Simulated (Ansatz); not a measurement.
# Molecular dynamics of CH$_{5}$AlBF

input.yaml

```yaml
crystal:
  periodic: [false, false, false]
  atoms:
    - { symbol: C, position_ang: [-0.316361, 0.68178, -1.344324] }
    - { symbol: Al, position_ang: [-0.256457, -0.695635, -0.014867] }
    - { symbol: B, position_ang: [0.637081, -0.380059, 1.789282] }
    - { symbol: F, position_ang: [1.899474, -0.644656, 2.062506] }
    - { symbol: H, position_ang: [0.589678, 1.295593, -1.366758] }
    - { symbol: H, position_ang: [-0.467465, 0.289443, -2.354677] }
    - { symbol: H, position_ang: [-1.148219, 1.36921, -1.150125] }
    - { symbol: H, position_ang: [-0.960514, -1.989015, -0.325106] }
    - { symbol: H, position_ang: [0.022784, 0.073339, 2.704068] }
basis:
  gaussian: { orbitals: STO-3G }
hamiltonian:
  xc: pbe0
  dispersion: d4
md:
  timestep: 0.25
  n_steps: 600
  ensemble: nve
  temperature: 700.0
  initial_velocities: maxwell_boltzmann
  seed: 842257
scf:
  lower_state_search: "off"
```

Run as:

```bash
$ ansatz run input.yaml --threads 1 --pin off --max-ram 2048MiB --backend cpu --events-out ev --progress --plain --runs-dir out
```

It starts from a relaxed structure.

Output, in part (step lines, the closing report, with atoms numbered from 0):

```
md step     0: t =     0.00 fs  T =   700.0 K  F+E_penalty+E_count = -10962.12389474 eV  E_kin = 0.633374 eV  conserved = -10961.49052074 eV  (12 SCF iters)
md step     1: t =     0.25 fs  T =   695.1 K  F+E_penalty+E_count = -10962.11937164 eV  E_kin = 0.628901 eV  conserved = -10961.49047045 eV  (20 SCF iters)
md step     2: t =     0.50 fs  T =   681.0 K  F+E_penalty+E_count = -10962.10660605 eV  E_kin = 0.616222 eV  conserved = -10961.49038364 eV  (20 SCF iters)
md step     3: t =     0.75 fs  T =   659.4 K  F+E_penalty+E_count = -10962.08688008 eV  E_kin = 0.596608 eV  conserved = -10961.49027219 eV  (13 SCF iters)
md step     4: t =     1.00 fs  T =   631.9 K  F+E_penalty+E_count = -10962.06188893 eV  E_kin = 0.571741 eV  conserved = -10961.49014774 eV  (13 SCF iters)
md step     5: t =     1.25 fs  T =   600.7 K  F+E_penalty+E_count = -10962.03355713 eV  E_kin = 0.543537 eV  conserved = -10961.49002058 eV  (13 SCF iters)
md step     6: t =     1.50 fs  T =   568.0 K  F+E_penalty+E_count = -10962.00387143 eV  E_kin = 0.513972 eV  conserved = -10961.48989969 eV  (13 SCF iters)
md step     7: t =     1.75 fs  T =   536.0 K  F+E_penalty+E_count = -10961.97473688 eV  E_kin = 0.484945 eV  conserved = -10961.48979212 eV  (13 SCF iters)
[... lines left out ...]
md step   597: t =   149.25 fs  T =   360.0 K  F+E_penalty+E_count = -10961.81564618 eV  E_kin = 0.325775 eV  conserved = -10961.48987135 eV  (13 SCF iters)
md step   598: t =   149.50 fs  T =   356.6 K  F+E_penalty+E_count = -10961.81249634 eV  E_kin = 0.322629 eV  conserved = -10961.48986781 eV  (13 SCF iters)
md step   599: t =   149.75 fs  T =   354.3 K  F+E_penalty+E_count = -10961.81043387 eV  E_kin = 0.320561 eV  conserved = -10961.48987260 eV  (13 SCF iters)
md step   600: t =   150.00 fs  T =   353.1 K  F+E_penalty+E_count = -10961.80935827 eV  E_kin = 0.319470 eV  conserved = -10961.48988811 eV  (13 SCF iters)
Total energy: -10961.80937422 eV, -402.8390643214 hartree
Atom 0 at    -0.607160     0.708680    -1.305822 Å, force     1.530016    -2.024981    -1.672774 eV/Å
Atom 1 at    -0.081610    -0.716506    -0.147756 Å, force     0.427622    -0.119976     0.486863 eV/Å
Atom 2 at     0.690271    -0.246007     1.767855 Å, force    -1.462711     0.093916    -0.683485 eV/Å
Atom 3 at     1.793496    -0.725318     2.268050 Å, force     0.750481    -0.282507     0.070781 eV/Å
Atom 4 at    -0.993553     0.438556    -2.305211 Å, force    -0.635594    -0.195801     0.782834 eV/Å
Atom 5 at    -1.182361     1.471521    -0.868553 Å, force    -0.897538     1.555501     0.574728 eV/Å
Atom 6 at     0.372387     1.084033    -1.611970 Å, force     0.236226     0.874709     0.420421 eV/Å
Atom 7 at    -0.036841    -2.096478    -0.786981 Å, force    -0.072153     0.231007     0.342108 eV/Å
Atom 8 at     0.088520     0.461769     2.534208 Å, force     0.123650    -0.131869    -0.321475 eV/Å
Dipole moment:     0.044288    -0.068214     0.057788 e Å
```

The steps, from the saved trajectory:

| time (fs) | T (K) | potential energy less start (eV) | conserved less start (meV/atom) |
| --- | --- | --- | --- |
| 0.0 | 700 | 0.000 | 0.00 |
| 5.0 | 487 | 0.193 | 0.02 |
| 10.0 | 362 | 0.306 | 0.02 |
| 15.0 | 350 | 0.317 | 0.02 |
| 20.0 | 480 | 0.199 | 0.02 |
| 25.0 | 460 | 0.218 | 0.03 |
| 30.0 | 417 | 0.256 | 0.04 |
| 35.0 | 487 | 0.193 | 0.03 |
| 40.0 | 499 | 0.182 | 0.04 |
| 45.0 | 420 | 0.254 | 0.04 |
| 50.0 | 283 | 0.378 | 0.06 |
| 55.0 | 323 | 0.342 | 0.05 |
| 60.0 | 398 | 0.274 | 0.05 |
| 65.0 | 516 | 0.167 | 0.05 |
| 70.0 | 427 | 0.248 | 0.04 |
| 75.0 | 394 | 0.277 | 0.05 |
| 80.0 | 348 | 0.319 | 0.04 |
| 85.0 | 385 | 0.285 | 0.05 |
| 90.0 | 343 | 0.324 | 0.03 |
| 95.0 | 318 | 0.346 | 0.05 |
| 100.0 | 405 | 0.267 | 0.03 |
| 105.0 | 556 | 0.131 | 0.04 |
| 110.0 | 471 | 0.208 | 0.02 |
| 115.0 | 305 | 0.358 | 0.04 |
| 120.0 | 296 | 0.366 | 0.04 |
| 125.0 | 411 | 0.261 | 0.04 |
| 130.0 | 353 | 0.315 | 0.05 |
| 135.0 | 351 | 0.316 | 0.05 |
| 140.0 | 402 | 0.270 | 0.06 |
| 145.0 | 542 | 0.144 | 0.04 |
| 150.0 | 353 | 0.315 | 0.07 |

All steps were run. The conserved energy stayed within 0.13 meV per atom of its start (net change 0.07 meV per atom), so the integration is sound. Over the second half the temperature averaged 0.52 of the 700 K drawn at the start: a run that starts near a minimum puts about half its kinetic energy into the potential. A run of 0.15 ps of so small a system gives no equilibrium averages. Limits of this set-up: minimal basis.

The same pairs are bonded in the first frame and the last. Pairs count as bonded within 1.25 times the sum of covalent radii (0.12 Å more for H–H).

Last frame:

```xyz
9
Properties=species:S:1:pos:R:3
C -0.607 0.709 -1.306
Al -0.082 -0.717 -0.148
B 0.690 -0.246 1.768
F 1.794 -0.725 2.268
H -0.994 0.439 -2.305
H -1.182 1.472 -0.869
H 0.372 1.084 -1.612
H -0.037 -2.096 -0.787
H 0.088 0.462 2.534
```

Time of the run: 7 min on 1 thread of Intel(R) Xeon(R) Platinum 8488C (Sapphire Rapids) (shared host), peak memory 0.095 GiB.
